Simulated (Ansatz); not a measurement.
Ansatz (an electronic-structure program) input (PBE/def2-TZVP):

Ansatz 0.2 input:
```yaml
crystal:
  periodic: [false, false, false]
  atoms:
    - {symbol: Si, position_ang: [0.01245252, -0.02118651, 0.61576979]}
    - {symbol: Br, position_ang: [2.07071409, -0.28406695, -0.15372974]}
    - {symbol: Br, position_ang: [-0.78805809, 1.94184820, -0.01933163]}
    - {symbol: Br, position_ang: [-1.28883918, -1.64726129, -0.13269334]}
    - {symbol: H, position_ang: [0.04207609, -0.07158755, 2.08063779]}
basis:
  gaussian:
    orbitals: def2-TZVP
hamiltonian:
  xc: {name: PBE}
relax: {f_tol: 0.003, max_steps: 100}
```

End of the output:

```
1424 factors; their error is unknown
0.23 GiB of the device are held for the grids
1.07 GiB of device memory are held for the factors and their scratch space
mean field: 0.78 GiB planned
mean field evaluation 32: about -218001.5230 eV, gradient 1.0e-1 eV
mean field -218001.44965615 eV, -8011.4055081737 hartree, gradient 1.6e-5 eV, S^2 0.000000; 1 other end points of the search recorded, 0 dependent functions left out
the calculation of the forces begins
reference -218001.44969324 eV, -8011.4055095366 hartree; 60, 60 occupied and 127, 127 virtual orbitals, 1424 factors
Total energy: -218001.44969324 eV, -8011.4055095366 hartree
Atom 0 at     0.012356    -0.021021     0.610973 Å, force    -0.000052     0.000087    -0.002541 eV/Å
Atom 1 at     2.077403    -0.284932    -0.156126 Å, force    -0.000156     0.000001     0.000615 eV/Å
Atom 2 at    -0.790663     1.948220    -0.021291 Å, force     0.000075    -0.000179     0.000605 eV/Å
Atom 3 at    -1.293063    -1.652545    -0.135029 Å, force     0.000116     0.000112     0.000610 eV/Å
Atom 4 at     0.042313    -0.071977     2.092125 Å, force     0.000017    -0.000021     0.000711 eV/Å
Dipole moment:     0.002497    -0.004249     0.123479 e Å
```
